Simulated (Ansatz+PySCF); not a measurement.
Values are calculated unless marked as measured or tabulated.
Several solutions for quartet CoO

```xyz
2

Co    0.0000    0.0000    0.0000
O     0.0000    0.0000    1.6290
```

Basis set: def2-SVP (spherical functions). Charge 0, multiplicity 4.

ωB97X (unrestricted) was run from several starts with Ansatz (development build ahead of 0.2.0) and PySCF 2.14.0.

| run | program | start | converged | energy (hartree) | <S²> |
| --- | --- | --- | --- | --- | --- |
| A | Ansatz | stability test followed | yes | -1457.65119 | 3.87 |
| B | PySCF | guess minao, instabilities followed | yes | -1457.65123 | 3.87 |
| C | Ansatz | search for the lowest state | yes | -1457.65119 | 3.87 |
| D | PySCF | program defaults | yes | -1457.62654 | 3.77 |
| E | PySCF | guess huckel, instabilities followed | yes | -1457.65124 | 3.87 |
| F | PySCF | guess atom, instabilities followed | yes | -1457.65124 | 3.87 |
| G | Ansatz | atomic start, no search | yes | -1457.65119 | 3.87 |

Problem. Which runs reached the lowest solution of this kind, and what is wrong with the others?

Solution. A, B, C, E, F, G reached the lowest solution found or ended within 0.01 eV of it (a small difference can mark another solution nearby). Converged but too high: D by 0.67 eV. Convergence only shows a stationary point, and even a stable one can lie too high; stability tests and further starts are what find lower ones. Caution: another spin multiplicity may lie lower. Caution: the unrestricted determinant is spin contaminated.
